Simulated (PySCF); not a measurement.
## Calculated NMR data

PySCF calculation with GFN2-xTB geometry and shieldings: GIAO PBE0/pcSseg-1; rapidly exchanging positions averaged, no solvent, no relativistic terms, single conformer.

Scale: $^{1}$H (σ = 31.72 ppm) and $^{13}$C (σ = 186.93 ppm) vs TMS (reference shieldings calculated alike). Splittings of carbon signals by F and P are missing where no couplings were computed. Where no couplings were computed, multiplicities follow the n + 1 count of equivalent neighbours, and m marks all less simple cases (inequivalent or close neighbours, rings, F or P nearby). Shifts are as computed. Against solution values, carbons near 30 ppm lie about +3 ppm off and those near 130 ppm about +5 ppm. Of 1211 compounds with measured shifts, 218 miss one by over three times the rms of a fit or turn the order of signals round; such compounds aren't used in these exercises.

Compound 1 (C₈H₉N₃). $^{1}$H NMR (600 MHz, computed): δ 7.85 (d, 1H), 7.32 (m, 1H), 6.96 (d, 1H), 3.01 (s, 3H), 2.89 (s, 3H). $^{13}$C{$^{1}$H} NMR (computed): δ 140.7 (C), 138.8 (C), 138.1 (C), 127.5 (CH), 120.5 (CH), 117.4 (CH), 20.7 (CH3), 13.3 (CH3). Structure: SMILES Cc1nnn2c(C)cccc12.

Compound 2 (C₆H₁₀NOP). $^{1}$H NMR (600 MHz, computed): δ 8.62 (m, 1H), 2.69 (s, 6H), 2.52 (s, 3H). $^{13}$C{$^{1}$H} NMR (computed): δ 182.2 (CH), 164.2 (C), 154.1 (C), 48.2 (CH3), 15.9 (CH3). Structure: SMILES Cc1ocpc1N(C)C.
